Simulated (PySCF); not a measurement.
C2H7ClOSi2, SMILES O[SiH2]/C(Cl)=C/[SiH3].

Geometry optimised at PBE-D3(BJ)/def2-SVP. The structure was generated by enumeration; whether it is a known compound was not checked. The values are those of a single conformer.

The numbers are results of PySCF with PBE-D3(BJ)/def2-SVP, not measurements.

Frequencies are harmonic and unscaled.

Computed harmonic wavenumbers and intensities:
```json
[
 {"mode": "1", "ν (cm⁻¹)": "40", "IR (km/mol)": "4.1", "moving atoms (share of kinetic energy)": "O 49 %, Cl 18 %, H 16 %, Si 14 %"},
 {"mode": "2", "ν (cm⁻¹)": "82", "IR (km/mol)": "6.4", "moving atoms (share of kinetic energy)": "O 36 %, H 23 %, C 20 %, Si 13 %"},
 {"mode": "3", "ν (cm⁻¹)": "102", "IR (km/mol)": "0.1", "moving atoms (share of kinetic energy)": "H 95 %"},
 {"mode": "4", "ν (cm⁻¹)": "125", "IR (km/mol)": "1.8", "moving atoms (share of kinetic energy)": "Cl 35 %, Si 33 %, H 17 %, C 14 %"},
 {"mode": "5", "ν (cm⁻¹)": "158", "IR (km/mol)": "10.5", "moving atoms (share of kinetic energy)": "H 26 %, Cl 25 %, C 24 %, Si 21 %"},
 {"mode": "6", "ν (cm⁻¹)": "200", "IR (km/mol)": "27.0", "moving atoms (share of kinetic energy)": "H 45 %, Si 23 %, C 16 %, Cl 12 %"},
 {"mode": "7", "ν (cm⁻¹)": "263", "IR (km/mol)": "75.3", "moving atoms (share of kinetic energy)": "H 47 %, O 26 %, Si 17 %"},
 {"mode": "8", "ν (cm⁻¹)": "327", "IR (km/mol)": "21.3", "moving atoms (share of kinetic energy)": "Si 55 %, H 19 %, C 18 %"},
 {"mode": "9", "ν (cm⁻¹)": "443", "IR (km/mol)": "31.7", "moving atoms (share of kinetic energy)": "C 59 %, H 25 %, Si 8 %"},
 {"mode": "10", "ν (cm⁻¹)": "500", "IR (km/mol)": "33.4", "moving atoms (share of kinetic energy)": "H 31 %, Cl 31 %, C 28 %, Si 10 %"},
 {"mode": "11", "ν (cm⁻¹)": "595", "IR (km/mol)": "29.5", "moving atoms (share of kinetic energy)": "H 62 %, Si 18 %, C 16 %"},
 {"mode": "12", "ν (cm⁻¹)": "622", "IR (km/mol)": "15.0", "moving atoms (share of kinetic energy)": "H 79 %, C 11 %, Si 10 %"},
 {"mode": "13", "ν (cm⁻¹)": "644", "IR (km/mol)": "43.4", "moving atoms (share of kinetic energy)": "H 57 %, C 26 %, Si 11 %"},
 {"mode": "14", "ν (cm⁻¹)": "701", "IR (km/mol)": "25.5", "moving atoms (share of kinetic energy)": "H 84 %, C 11 %"},
 {"mode": "15", "ν (cm⁻¹)": "725", "IR (km/mol)": "26.7", "moving atoms (share of kinetic energy)": "C 53 %, H 26 %, Si 18 %"},
 {"mode": "16", "ν (cm⁻¹)": "793", "IR (km/mol)": "2.7", "moving atoms (share of kinetic energy)": "H 76 %, C 16 %"},
 {"mode": "17", "ν (cm⁻¹)": "807", "IR (km/mol)": "106.6", "moving atoms (share of kinetic energy)": "H 49 %, O 36 %"},
 {"mode": "18", "ν (cm⁻¹)": "847", "IR (km/mol)": "30.9", "moving atoms (share of kinetic energy)": "C 49 %, H 43 %"},
 {"mode": "19", "ν (cm⁻¹)": "869", "IR (km/mol)": "598.4", "moving atoms (share of kinetic energy)": "H 83 %, Si 13 %"},
 {"mode": "20", "ν (cm⁻¹)": "889", "IR (km/mol)": "48.4", "moving atoms (share of kinetic energy)": "H 70 %, O 18 %, Si 9 %"},
 {"mode": "21", "ν (cm⁻¹)": "904", "IR (km/mol)": "69.4", "moving atoms (share of kinetic energy)": "H 90 %"},
 {"mode": "22", "ν (cm⁻¹)": "910", "IR (km/mol)": "37.9", "moving atoms (share of kinetic energy)": "H 97 %"},
 {"mode": "23", "ν (cm⁻¹)": "914", "IR (km/mol)": "40.9", "moving atoms (share of kinetic energy)": "H 66 %, C 18 %, Si 13 %"},
 {"mode": "24", "ν (cm⁻¹)": "930", "IR (km/mol)": "109.1", "moving atoms (share of kinetic energy)": "H 75 %, Si 18 %"},
 {"mode": "25", "ν (cm⁻¹)": "1155", "IR (km/mol)": "3.1", "moving atoms (share of kinetic energy)": "H 78 %, C 21 %"},
 {"mode": "26", "ν (cm⁻¹)": "1595", "IR (km/mol)": "31.5", "moving atoms (share of kinetic energy)": "C 98 %"},
 {"mode": "27", "ν (cm⁻¹)": "2152", "IR (km/mol)": "128.5", "moving atoms (share of kinetic energy)": "H 97 %"},
 {"mode": "28", "ν (cm⁻¹)": "2166", "IR (km/mol)": "52.3", "moving atoms (share of kinetic energy)": "H 99 %"},
 {"mode": "29", "ν (cm⁻¹)": "2172", "IR (km/mol)": "87.2", "moving atoms (share of kinetic energy)": "H 96 %"},
 {"mode": "30", "ν (cm⁻¹)": "2180", "IR (km/mol)": "97.7", "moving atoms (share of kinetic energy)": "H 96 %"},
 {"mode": "31", "ν (cm⁻¹)": "2205", "IR (km/mol)": "99.8", "moving atoms (share of kinetic energy)": "H 97 %"},
 {"mode": "32", "ν (cm⁻¹)": "3073", "IR (km/mol)": "0.4", "moving atoms (share of kinetic energy)": "H 92 %, C 8 %"},
 {"mode": "33", "ν (cm⁻¹)": "3738", "IR (km/mol)": "63.2", "moving atoms (share of kinetic energy)": "H 94 %"}
]
```
